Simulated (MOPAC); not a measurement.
Input for MOPAC: AM1 on BeH2O (SMILES [BeH][OH]), a point of a bond scan (R = 1.666 Å).

```
AM1 1SCF PRECISE CHARGE=0 THREADS=1
BeH2O

Be    -0.78408142 1    -0.35296304 1     0.02982263 1
H     -1.99529587 1    -0.89492562 1     0.07984893 1
O      0.51114037 1     0.18521819 1    -0.07360318 1
H      1.44101724 1     1.30489278 1     0.73715290 1
```

Output:

```
*******************************************************************************
 **                                                                           **
 **                              MOPAC v23.2.5                                **
 **                                                                           **
 *******************************************************************************
 ** MOPAC's Digital Object Identifier: https://doi.org/10.5281/zenodo.6511958 **
 **                                                                           **
 ** Please cite the open-source release paper for use of this MOPAC version:  **
 ** J. E. Moussa and J. J. P. Stewart (2026)                                  **
 ** MOPAC: An open-source semiempirical molecular orbital program             **
 ** J. Open Source Softw., 11(119), 8025, https://doi.org/10.21105/joss.08025 **
 *******************************************************************************

                              AM1 CALCULATION RESULTS

 *******************************************************************************
 *  AM1        - The AM1 Hamiltonian to be used
 *
 *
 *
 *                 CHARGE ON SYSTEM = 0
 *
 *
 *
 *  PRECISE    - TIGHTER CRITERIA TO BE USED
 *  1SCF       - DO 1 SCF AND THEN STOP
 *  THREADS=1  - MULTI-THREADING NOT USED
 *  T=         - A TIME OF 172800.0 SECONDS REQUESTED
 *  DUMP=N     - RESTART FILE WRITTEN EVERY 7200.0 SECONDS REQUESTED
 *******************************************************************************
AM1 1SCF PRECISE CHARGE=0 THREADS=1
 BeH2O

   ATOM   CHEMICAL          X               Y               Z
  NUMBER   SYMBOL      (ANGSTROMS)     (ANGSTROMS)     (ANGSTROMS)

     1      Be         -0.78408142  *  -0.35296304  *   0.02982263  *
     2       H         -1.99529587  *  -0.89492562  *   0.07984893  *
     3       O          0.51114037  *   0.18521819  *  -0.07360318  *
     4       H          1.44101724  *   1.30489278  *   0.73715290  *



          CARTESIAN COORDINATES

    NO.       ATOM           X           Y           Z

     1        Be         -0.7841     -0.3530      0.0298
     2         H         -1.9953     -0.8949      0.0798
     3         O          0.5111      0.1852     -0.0736
     4         H          1.4410      1.3049      0.7372

  H: (AM1): M.J.S. DEWAR ET AL, J. AM. CHEM. SOC. 107 3902-3909 (1985)
 Be: (AM1): J. J. P. STEWART, J. MOL. MOD., 10, 155-164 (2004)
  O: (AM1): M.J.S. DEWAR ET AL, J. AM. CHEM. SOC. 107 3902-3909 (1985)

           Empirical Formula: H2 O Be  =     4 atoms



      MOLECULAR POINT GROUP   :   Cs


      RHF CALCULATION, NO. OF DOUBLY OCCUPIED LEVELS = 5


 -------------------------------------------------------------------------------
 AM1 1SCF PRECISE CHARGE=0 THREADS=1
 BeH2O



     1SCF WAS SPECIFIED, SO BFGS WAS NOT USED
     SCF FIELD WAS ACHIEVED


                              AM1 CALCULATION
                                                       MOPAC v23.2.5 Linux




          FINAL HEAT OF FORMATION =         43.44926 KCAL/MOL =     181.79169 KJ/MOL


          COSMO AREA              =         76.73 SQUARE ANGSTROMS
          COSMO VOLUME            =         57.70 CUBIC ANGSTROMS

          IONIZATION POTENTIAL    =         11.425115 EV
          HOMO LUMO ENERGIES (EV) =        -11.425 -0.771
          NO. OF FILLED LEVELS    =          5
          MOLECULAR WEIGHT        =         27.0274         POINT GROUP:  Cs

          MOLECULAR DIMENSIONS (Angstroms)

            Atom       Atom       Distance
            H     4    H     2     4.13273
            O     3    H     2     0.72890
            H     4   Be     1     0.00000


          SCF CALCULATIONS        =          1





   ATOM   CHEMICAL          X               Y               Z
  NUMBER   SYMBOL      (ANGSTROMS)     (ANGSTROMS)     (ANGSTROMS)

     1      Be         -0.78408142  *  -0.35296304  *   0.02982263  *
     2       H         -1.99529587  *  -0.89492562  *   0.07984893  *
     3       O          0.51114037  *   0.18521819  *  -0.07360318  *
     4       H          1.44101724  *   1.30489278  *   0.73715290  *

                             CARTESIAN COORDINATES

   1   Be       -0.784081420    -0.352963040     0.029822630
   2    H       -1.995295870    -0.894925620     0.079848930
   3    O        0.511140370     0.185218190    -0.073603180
   4    H        1.441017240     1.304892780     0.737152900


           Empirical Formula: H2 O Be  =     4 atoms



      MOLECULAR POINT GROUP   :   Cs


                  EIGENVALUES
 -32.56424 -12.52247 -11.96936 -11.53265 -11.42512  -0.77094   2.45438   3.78099
   3.92332   5.04918


              NET ATOMIC CHARGES AND DIPOLE CONTRIBUTIONS

  ATOM NO.   TYPE          CHARGE      No. of ELECS.   s-Pop       p-Pop
    1         Be           0.385883        1.6141     0.74253     0.87159
    2          H          -0.059965        1.0600     1.05997
    3          O          -0.658192        6.6582     1.83053     4.82766
    4          H           0.332274        0.6677     0.66773
 DIPOLE           X         Y         Z       TOTAL
 POINT-CHG.    -0.195     1.101     1.441     1.824
 HYBRID         2.332     1.124     0.001     2.588
 SUM            2.137     2.224     1.442     3.405


          ATOMIC ORBITAL ELECTRON POPULATIONS

     Atom    s        px        py        pz
    1 Be   0.74253   0.42854   0.26966   0.17339
    2  H   1.05997
    3  O   1.83053   1.65478   1.54772   1.62517
    4  H   0.66773

 **********************
 *                    *
 * JOB ENDED NORMALLY *
 *                    *
 **********************




 == MOPAC DONE ==
```

The run finished.

Cost: about 0.04 core-seconds (a rough figure).
